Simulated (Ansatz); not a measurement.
Basis-set series for C$_{2}$H$_{3}$FHfO$_{2}$, SMILES `C#[C][Hf]([OH])([OH])[F]`. Charge 0, multiplicity 1. Hf takes the def2 core potential. The structure was optimised at the PBE0-D4/def2-TZVP level. It is one conformer, not always the lowest.

```xyz
9

C     0.661   -0.521    2.595
C     0.270   -0.354    1.457
Hf   -0.473   -0.076   -0.591
O    -0.753    1.791   -0.864
O     0.818   -0.813   -1.787
F    -2.131   -1.010   -0.778
H     1.004   -0.668    3.594
H    -0.826    2.695   -1.150
H     1.431   -1.043   -2.476
```

| functional | basis | functions | energy (Eh) | HOMO (eV) | LUMO (eV) |
| --- | --- | --- | --- | --- | --- |
| PBE0-D4 | def2-SVP | 117 | -375.87529 | -7.88 | -0.68 |
| PBE0-D4 | def2-TZVPP | 253 | -376.28840 | -7.96 | -0.80 |
| ωB97M-V | def2-SVP | 117 | -376.05948 | -10.11 | 1.18 |
| ωB97M-V | def2-TZVPP | 253 | -376.48370 | -10.20 | 0.98 |

Question: Give the rows for def2-QZVPP. (An estimate is asked.)

Answer: Ansatz gave: 
```
functional       basis  functions  energy (Eh)  HOMO (eV)  LUMO (eV)
   PBE0-D4  def2-QZVPP        456   -376.30712      -7.99      -0.84
   ωB97M-V  def2-QZVPP        456   -376.50096     -10.23       0.51
```

Positive LUMOs are unbound and depend on the basis.
